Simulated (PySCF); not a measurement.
Gas-phase XPS of `O=CO[SiH2]N1CCCC1`, computed

Species: C5H11NO2Si.
Atom-mapped SMILES: `[O:1]=[CH:2][O:3][SiH2:4][N:5]1[CH2:6][CH2:7][CH2:8][CH2:9]1`

Geometry (PBE0-D3(BJ)/def2-SVP, Å), atoms numbered from 1 in this order:
```xyz
20
C5H11NO2Si angstrom
O      4.429    0.208   -0.285
C      3.697    1.006   -0.805
O      2.376    0.969   -0.737
Si     1.621   -0.308    0.163
N     -0.074   -0.125    0.091
C     -0.942   -0.586   -0.974
C     -2.271   -0.879   -0.262
C     -2.245    0.017    0.995
C     -0.883    0.728    0.940
H      4.050    1.871   -1.408
H      1.997   -1.584   -0.496
H      2.061   -0.162    1.573
H     -0.518   -1.465   -1.484
H     -1.085    0.202   -1.742
H     -2.319   -1.939    0.025
H     -3.134   -0.678   -0.914
H     -2.322   -0.595    1.905
H     -3.074    0.739    1.018
H     -0.998    1.737    0.497
H     -0.418    0.858    1.930
```

Method: delta-SCF UKS SCAN, pcX-2 on the ionised atom, pcseg-1 elsewhere, spin-free X2C in PySCF 2.14.0. These are vertical core ionisation energies against the vacuum level, from separate self-consistent calculations with and without the core hole.

Q: What binding energy does each computed site have?

A: 
```csv
atom(s),environment,level,binding energy (eV),2p1/2 (eV),above the level's lowest (eV),count
O1,carbonyl oxygen,O 1s,537.91,–,0.00,1
O3,oxygen singly bound to a carbonyl carbon,O 1s,538.79,–,+0.88,1
Si4,oxygen-bound silicon,Si 2p3/2,107.49,108.12,0.00,1
Si4,oxygen-bound silicon,Si 1s,1847.48,–,0.00,1
N5,silicon-bound nitrogen,N 1s,404.40,–,0.00,1
C6/C9,sp3 carbon bound to nitrogen,C 1s,291.52,–,+0.85,2
C7/C8,ring CH2 carbon,C 1s,290.67,–,0.00,2
```

Lowest listed C 1s: C7/C8, bonded to 2 C and 2 H. Highest, 0.85 eV above it: C6/C9, bonded to N, C and 2 H. Summing the Pauling electronegativity differences to the bonded atoms, each weighted by its formal bond order, gives -0.70 for the lowest site and -0.21 for the highest.

The listed O 1s values span 0.88 eV, from O1 (bonded to C (double bond)) to O3 (bonded to C and Si).

Q: Which photon wavelength matches the Si 2p3/2 of Si4 threshold?

A: λ = hc/E = 12398.42 eV Å / 107.49 eV = 115.345 Å.

The first atom of each set that the bonding makes equivalent was ionised and stands for the set. The list is incomplete; no value stands for C 1s of C2. Spin–orbit coupling isn't in the SCF: each 2p doublet comes from a relaxed spin-free hole plus a matrix of the shell (mean-field spin–orbit coupling and the ground-state 2p splitting), with 2p3/2 averaged over its two sublevels. 2p1/2 minus 2p3/2 (ligand field included): Si 0.63 eV. Geometry: PBE0-D3(BJ)/def2-SVP, one conformer, isolated molecule.
